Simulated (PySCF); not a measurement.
**Diatomics of H with the chalcogens**

PBE with double-zeta basis sets in PySCF, for the lowest determinant that a PBE0 search found; no spin–orbit coupling. De refers to high-spin ground-configuration atoms. A positive dipole means M(−)H(+).

```json
{"M": "O", "basis": "cc-pVDZ", "state (unpaired electrons)": "doublet (π ↑)", "Re (Å)": "0.993", "ωe (cm⁻¹)": "3519", "De (eV)": "4.50", "μ (D)": "1.63"}
{"M": "S", "basis": "aug-cc-pVDZ/aug-cc-pV(D+d)Z", "state (unpaired electrons)": "doublet (π ↑)", "Re (Å)": "1.365", "ωe (cm⁻¹)": "2607", "De (eV)": "3.79", "μ (D)": "0.77"}
{"M": "Se", "basis": "def2-SVPD", "state (unpaired electrons)": "doublet (π ↑)", "Re (Å)": "1.489", "ωe (cm⁻¹)": "2360", "De (eV)": "3.43", "μ (D)": "0.50"}
{"M": "Te", "basis": "aug-cc-pVDZ-PP/aug-cc-pVDZ", "state (unpaired electrons)": "doublet (π ↑)", "Re (Å)": "1.683", "ωe (cm⁻¹)": "2063", "De (eV)": "2.95", "μ (D)": "0.08"}
```

The shortest bond is that of OH (0.993 Å), the longest that of TeH (1.683 Å). OH is bound most strongly (4.50 eV) and TeH least (2.95 eV).

The rows differ in basis set, which adds steps of its own.

Relativity is treated differently too: O no relativity; S no relativity; Se no relativity; Te scalar-relativistic core potentials.

Down a group bonds as a rule get longer and wavenumbers fall, partly through the reduced mass; this series shows no clear exception.

These are scalar-relativistic numbers at best; spin–orbit coupling would shift them, the dissociation energy most. States were picked by a PBE0 search and need not be the measured ground states.
